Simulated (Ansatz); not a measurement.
C₃H₉S, SMILES C[S+](C)C, charge +1.

Geometry optimised at B3LYP-D3(BJ)/def2-SVP.

Two levels are set side by side: PBE/def2-TZVPD (Ansatz, a first-principles code) and CAM-B3LYP/def2-TZVPD (Ansatz). Energy differences of separate SCF runs at the same geometry; the states with an electron removed or added have multiplicity 2 and 2. Differences are taken from unrounded values.

```json
[
 {"quantity": "vertical ionisation energy (eV)", "PBE": "16.19"},
 {"quantity": "vertical electron affinity (eV)", "PBE": "3.22"},
 {"quantity": "vertical singlet–triplet gap (eV)", "PBE": "6.53"}
]
```

Question: These are the PBE values. What does CAM-B3LYP give? (The exact figures need the calculation; the answer reports its results.)

Answer: 
```csv
quantity,CAM-B3LYP,PBE minus CAM-B3LYP
vertical ionisation energy (eV),16.54,-0.35
vertical electron affinity (eV),2.98,0.24
vertical singlet–triplet gap (eV),6.88,-0.35
```
